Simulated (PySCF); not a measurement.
Excited states of Tc³⁹⁺ (technetium, charge +39)

Ground state [He] 2s2, ¹S. Calculation: PySCF 2.14, in an even-tempered Gaussian basis (18 s from 2.56 bohr⁻², ratio 2.5; 9 p from 3.43 bohr⁻², ratio 2.7; 8 d from 3.81 bohr⁻², ratio 2.7; 4 f from 110 bohr⁻², ratio 2.7); scalar relativity by spin-free X2C-1e. Vertical excitation energies in eV without spin-orbit coupling; excited terms of each kind are numbered among those the solver found. Frozen: nothing.

| term | leading excitation | EOM-EE-CCSD |
| --- | --- | --- |
| 1 3P° | 2s → p | 169.40 |
| 1 1P° | 2s → p | 237.15 |

The spin-orbit splitting of the hole, absent here, rivals or exceeds the spacing of these terms, so the LS terms are model states.

Only the lower part of the computed list is shown. Doubly excited terms such as np² are absent. The solver can miss terms. The 7 highest virtual orbitals were dropped.
